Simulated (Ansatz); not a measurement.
## Molecular dynamics of GaH₃O₂

Input file:

```yaml
crystal:
  periodic: [false, false, false]
  atoms:
    - { symbol: Ga, position_ang: [-0.185944, 0.003729, 0.537704] }
    - { symbol: H, position_ang: [1.079, -0.094838, 1.577654] }
    - { symbol: O, position_ang: [1.748602, -0.030246, 0.21285] }
    - { symbol: H, position_ang: [2.212169, -0.80099, -0.185626] }
    - { symbol: O, position_ang: [-1.101625, -0.433141, -0.959456] }
    - { symbol: H, position_ang: [-2.067803, -0.443114, -0.821126] }
basis:
  gaussian: { orbitals: def2-SVP }
hamiltonian:
  xc: pbe
  dispersion: d4
md:
  timestep: 0.5
  n_steps: 200
  ensemble: nve
  temperature: 300.0
  initial_velocities: maxwell_boltzmann
  seed: 5799
```

Command:

```bash
$ ansatz run input.yaml --threads 1 --pin off --max-ram 2048MiB --backend cpu --events-out ev --progress --plain --runs-dir out
```

It starts at the highest image of a converged band. Of that band: Neighbouring images differ by up to 1.6 eV, so the band resolves the path poorly. A vibrational analysis at the climbing image gives one clearly imaginary mode, 1143i cm⁻¹: a first-order saddle point.

Output, in part (step lines, the closing report, with atoms numbered from 0):

```
md step     0: t =     0.00 fs  T =   300.0 K  F+E_penalty+E_count = -56498.02287852 eV  E_kin = 0.155112 eV  conserved = -56497.86776652 eV  (27 SCF iters)
md step     1: t =     0.50 fs  T =   289.4 K  F+E_penalty+E_count = -56498.01717318 eV  E_kin = 0.149623 eV  conserved = -56497.86754968 eV  (29 SCF iters)
md step     2: t =     1.00 fs  T =   262.4 K  F+E_penalty+E_count = -56498.00285531 eV  E_kin = 0.135696 eV  conserved = -56497.86715970 eV  (29 SCF iters)
md step     3: t =     1.50 fs  T =   230.3 K  F+E_penalty+E_count = -56497.98581545 eV  E_kin = 0.119050 eV  conserved = -56497.86676581 eV  (30 SCF iters)
md step     4: t =     2.00 fs  T =   204.4 K  F+E_penalty+E_count = -56497.97215923 eV  E_kin = 0.105663 eV  conserved = -56497.86649592 eV  (30 SCF iters)
md step     5: t =     2.50 fs  T =   192.8 K  F+E_penalty+E_count = -56497.96612839 eV  E_kin = 0.099709 eV  conserved = -56497.86641987 eV  (30 SCF iters)
md step     6: t =     3.00 fs  T =   198.0 K  F+E_penalty+E_count = -56497.96892914 eV  E_kin = 0.102377 eV  conserved = -56497.86655240 eV  (30 SCF iters)
md step     7: t =     3.50 fs  T =   215.9 K  F+E_penalty+E_count = -56497.97847438 eV  E_kin = 0.111617 eV  conserved = -56497.86685710 eV  (30 SCF iters)
[... lines left out ...]
Total energy: -56499.11511231 eV, -2076.3041839016 hartree
Atom 0 at    -0.801750     0.088058     0.744963 Å, force     0.243869    -0.492315    -1.620046 eV/Å
Atom 1 at     3.114959     0.049975     0.308043 Å, force    -0.186212     1.054666     0.924525 eV/Å
Atom 2 at     3.574710    -0.336683    -0.435242 Å, force     0.227337    -0.156270    -0.351355 eV/Å
Atom 3 at     3.040972    -1.138965    -0.446527 Å, force    -0.136938    -0.880948    -0.575553 eV/Å
Atom 4 at    -0.506125    -0.457430    -1.048387 Å, force    -0.332582     0.055120     0.604315 eV/Å
Atom 5 at    -0.773326    -0.833657    -1.928625 Å, force     0.184526     0.419747     1.018113 eV/Å
Dipole moment:    -0.520274    -0.182460     0.191299 e Å
```

The steps, from the saved trajectory:

```
time (fs)  T (K)  potential energy less start (eV)  conserved less start (meV/atom)
        0    300                             0.000                             0.00
        3    198                             0.054                             0.20
        6    192                             0.057                             0.13
        9    260                             0.021                             0.05
       12    485                            -0.094                             0.32
       15   1193                            -0.465                            -0.48
       18   1795                            -0.778                            -0.79
       21   1454                            -0.594                             0.38
       24   2457                            -1.118                            -0.51
       27   2366                            -1.065                             0.52
       30   2381                            -1.075                             0.18
       33   2630                            -1.205                            -0.07
       36   2472                            -1.117                             1.01
       39   2623                            -1.202                            -0.11
       42   2343                            -1.055                             0.23
       45   2446                            -1.107                             0.51
       48   2932                            -1.364                            -0.57
       51   2385                            -1.076                             0.39
       54   2765                            -1.276                            -0.17
       57   3081                            -1.443                            -0.83
       60   2248                            -1.005                             0.47
       63   2840                            -1.319                            -0.98
       66   3065                            -1.437                            -1.25
       69   2157                            -0.957                             0.54
       72   2848                            -1.325                            -1.30
       75   2757                            -1.278                            -1.21
       78   1979                            -0.865                             0.53
       81   2711                            -1.253                            -1.12
       84   2450                            -1.116                            -0.68
       87   2058                            -0.906                             0.45
       90   2628                            -1.209                            -0.88
       93   2107                            -0.934                            -0.04
       96   1915                            -0.833                             0.37
       99   2349                            -1.063                            -0.58
```

The run went to its last step. The conserved energy stayed within 1.4 meV per atom of its start (net change -1.3 meV per atom), so the integration is sound. The kinetic energy rose, since the run started high on the potential surface and went downhill. It ends in pieces (GaHO + H2O), so much of that is their flight and rotation, not heat. A run of 0.1 ps of so small a system gives no equilibrium averages. The orbitals stay closed-shell, which can raise the energy where a bond breaks towards radicals; this wasn't checked here.

Between its relaxed ends the band would form H2–O3 and break Ga1–H2, Ga1–O3. These pairs go: H2–O3 1.52 → 0.96 Å, Ga1–H2 1.64 → 3.94 Å, Ga1–O3 1.96 → 4.55 Å. In the last frame they stand as after the step (other bonds may differ from the relaxed reactants and products). It ends as GaHO + H2O. Pairs count as bonded within 1.25 times the sum of covalent radii (0.12 Å more for H–H).

Last frame:

```xyz
6
Properties=species:S:1:pos:R:3
Ga -0.802 0.088 0.745
H 3.115 0.050 0.308
O 3.575 -0.337 -0.435
H 3.041 -1.139 -0.447
O -0.506 -0.457 -1.048
H -0.773 -0.834 -1.929
```

The run took 2.6 min on 1 thread of Intel(R) Xeon(R) 6975P-C (Granite Rapids) (shared host), peak memory 0.16 GiB.
